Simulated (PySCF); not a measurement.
BHCl2, SMILES ClBCl. Atoms are numbered in the order given.

```xyz
4

B      0.0000     0.0000     0.6993
H      0.0000     0.0000     1.8860
Cl     0.0000    -1.5070    -0.1583
Cl     0.0000     1.5070    -0.1583
```
Charge 0, spin multiplicity 1.

Geometry optimised at PBE0-D3(BJ)/def2-TZVP.

Level of theory: PBE0-D3(BJ)/def2-TZVP (PySCF 2.14.0).

Frequencies are harmonic and unscaled.

Q: Give all harmonic wavenumbers and intensities. (The exact figures need the calculation; the answer reports its results.)

A: 
```
mode  ν (cm⁻¹)  IR (km/mol)  Raman (Å⁴/amu)  depolarisation  moving atoms (share of kinetic energy)
----  --------  -----------  --------------  --------------  --------------------------------------
1          290          0.7             3.1            0.49                         Cl 84 %, B 15 %
2          746         28.6             7.1            0.04                         B 63 %, Cl 31 %
3          785         11.1             0.3            0.75                          H 64 %, B 34 %
4          914        171.7             2.7            0.75                 B 50 %, H 32 %, Cl 18 %
5         1098        258.6             0.1            0.75                          H 64 %, B 34 %
6         2700         74.3            98.4            0.19                           H 91 %, B 9 %
```
